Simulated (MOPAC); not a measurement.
Input for MOPAC: PM6 on H4OSi2 (SMILES O[Si][SiH3]), a point of a torsion scan.

```
PM6 1SCF PRECISE CHARGE=0 THREADS=1
H4OSi2

O      2.29635354 1    -0.28631222 1    -0.01171130 1
Si     0.94041609 1    -1.18788411 1     0.03463944 1
Si    -0.95286456 1     0.09886854 1     0.01621844 1
H      2.41630616 1     0.66377979 1    -0.03523812 1
H     -1.68934334 1    -0.31212642 1    -1.19518943 1
H     -1.15517598 1     1.56248303 1     0.05476213 1
H     -1.76674423 1    -0.39057456 1     1.14494614 1
```

It printed:

```
*******************************************************************************
 **                                                                           **
 **                              MOPAC v23.2.5                                **
 **                                                                           **
 *******************************************************************************
 ** MOPAC's Digital Object Identifier: https://doi.org/10.5281/zenodo.6511958 **
 **                                                                           **
 ** Please cite the open-source release paper for use of this MOPAC version:  **
 ** J. E. Moussa and J. J. P. Stewart (2026)                                  **
 ** MOPAC: An open-source semiempirical molecular orbital program             **
 ** J. Open Source Softw., 11(119), 8025, https://doi.org/10.21105/joss.08025 **
 *******************************************************************************

                              PM6 CALCULATION RESULTS

 *******************************************************************************
 *  PM6        - The PM6 Hamiltonian to be used
 *
 *
 *
 *                 CHARGE ON SYSTEM = 0
 *
 *
 *
 *  PRECISE    - TIGHTER CRITERIA TO BE USED
 *  1SCF       - DO 1 SCF AND THEN STOP
 *  THREADS=1  - MULTI-THREADING NOT USED
 *  T=         - A TIME OF 172800.0 SECONDS REQUESTED
 *  DUMP=N     - RESTART FILE WRITTEN EVERY 7200.0 SECONDS REQUESTED
 *******************************************************************************
PM6 1SCF PRECISE CHARGE=0 THREADS=1
 H4OSi2

   ATOM   CHEMICAL          X               Y               Z
  NUMBER   SYMBOL      (ANGSTROMS)     (ANGSTROMS)     (ANGSTROMS)

     1       O          2.29635354  *  -0.28631222  *  -0.01171130  *
     2      Si          0.94041609  *  -1.18788411  *   0.03463944  *
     3      Si         -0.95286456  *   0.09886854  *   0.01621844  *
     4       H          2.41630616  *   0.66377979  *  -0.03523812  *
     5       H         -1.68934334  *  -0.31212642  *  -1.19518943  *
     6       H         -1.15517598  *   1.56248303  *   0.05476213  *
     7       H         -1.76674423  *  -0.39057456  *   1.14494614  *



          CARTESIAN COORDINATES

    NO.       ATOM           X           Y           Z

     1         O          2.2964     -0.2863     -0.0117
     2        Si          0.9404     -1.1879      0.0346
     3        Si         -0.9529      0.0989      0.0162
     4         H          2.4163      0.6638     -0.0352
     5         H         -1.6893     -0.3121     -1.1952
     6         H         -1.1552      1.5625      0.0548
     7         H         -1.7667     -0.3906      1.1449

 General Reference for PM6:
 "Optimization of Parameters for Semiempirical Methods V: Modification of NDDO Approximations
 and Application to 70 Elements", J. J. P. Stewart, J. Mol. Mod., 13, 1173-1213 (2007)
 URL: https://link.springer.com/article/10.1007/s00894-007-0233-4

           Empirical Formula: H4 O Si2  =     7 atoms



      MOLECULAR POINT GROUP   :   Cs


      RHF CALCULATION, NO. OF DOUBLY OCCUPIED LEVELS = 9


 -------------------------------------------------------------------------------
 PM6 1SCF PRECISE CHARGE=0 THREADS=1
 H4OSi2



     1SCF WAS SPECIFIED, SO BFGS WAS NOT USED
     SCF FIELD WAS ACHIEVED


                              PM6 CALCULATION
                                                       MOPAC v23.2.5 Linux




          FINAL HEAT OF FORMATION =          2.08430 KCAL/MOL =       8.72071 KJ/MOL


          COSMO AREA              =        121.79 SQUARE ANGSTROMS
          COSMO VOLUME            =        114.31 CUBIC ANGSTROMS

          IONIZATION POTENTIAL    =          6.932084 EV
          HOMO LUMO ENERGIES (EV) =         -6.932 -1.496
          NO. OF FILLED LEVELS    =          9
          MOLECULAR WEIGHT        =         76.2020         POINT GROUP:  Cs

          MOLECULAR DIMENSIONS (Angstroms)

            Atom       Atom       Distance
            H     7    H     4     4.47241
           Si     2    H     6     3.19721
            H     5    H     4     2.21364


          SCF CALCULATIONS        =          1





   ATOM   CHEMICAL          X               Y               Z
  NUMBER   SYMBOL      (ANGSTROMS)     (ANGSTROMS)     (ANGSTROMS)

     1       O          2.29635354  *  -0.28631222  *  -0.01171130  *
     2      Si          0.94041609  *  -1.18788411  *   0.03463944  *
     3      Si         -0.95286456  *   0.09886854  *   0.01621844  *
     4       H          2.41630616  *   0.66377979  *  -0.03523812  *
     5       H         -1.68934334  *  -0.31212642  *  -1.19518943  *
     6       H         -1.15517598  *   1.56248303  *   0.05476213  *
     7       H         -1.76674423  *  -0.39057456  *   1.14494614  *

                             CARTESIAN COORDINATES

   1    O        2.296353540    -0.286312220    -0.011711300
   2   Si        0.940416090    -1.187884110     0.034639440
   3   Si       -0.952864560     0.098868540     0.016218440
   4    H        2.416306160     0.663779790    -0.035238120
   5    H       -1.689343340    -0.312126420    -1.195189430
   6    H       -1.155175980     1.562483030     0.054762130
   7    H       -1.766744230    -0.390574560     1.144946140


           Empirical Formula: H4 O Si2  =     7 atoms



      MOLECULAR POINT GROUP   :   Cs


                  EIGENVALUES
 -30.23600 -20.13842 -19.47193 -14.85180 -13.94269 -12.03016 -11.72495 -11.15708
  -6.93208  -1.49609  -1.01637  -0.42725   0.45239   0.78152   1.13574   1.41690
   1.76040   2.15850   2.29341   2.46802   2.51612   3.51924   3.94633   4.67907
   4.75378   5.58300


              NET ATOMIC CHARGES AND DIPOLE CONTRIBUTIONS

  ATOM NO.   TYPE          CHARGE      No. of ELECS.   s-Pop       p-Pop       d-Pop
    1          O          -0.543637        6.5436     1.63894     4.90470
    2         Si           0.370646        3.6294     1.79839     1.35154     0.47942
    3         Si          -0.075998        4.0760     1.29292     2.37436     0.40871
    4          H           0.342858        0.6571     0.65714
    5          H          -0.024503        1.0245     1.02450
    6          H          -0.044928        1.0449     1.04493
    7          H          -0.024438        1.0244     1.02444
 DIPOLE           X         Y         Z       TOTAL
 POINT-CHG.     0.661    -0.565     0.023     0.869
 HYBRID        -0.278     1.672    -0.013     1.695
 SUM            0.382     1.107     0.010     1.171


          ATOMIC ORBITAL ELECTRON POPULATIONS

     Atom    s        px        py        pz      x^2-y^2     xz        z^2       yz        xy
    1  O   1.63894   1.74841   1.39681   1.75947
    2 Si   1.79839   0.39569   0.79317   0.16268   0.10170   0.07104   0.08172   0.02925   0.19571
    3 Si   1.29292   0.87839   0.75350   0.74248   0.11150   0.10246   0.09607   0.04731   0.05138
    4  H   0.65714
    5  H   1.02450
    6  H   1.04493
    7  H   1.02444

 **********************
 *                    *
 * JOB ENDED NORMALLY *
 *                    *
 **********************




 == MOPAC DONE ==
```

The run finished.

Cost: roughly 0.03 core-seconds.
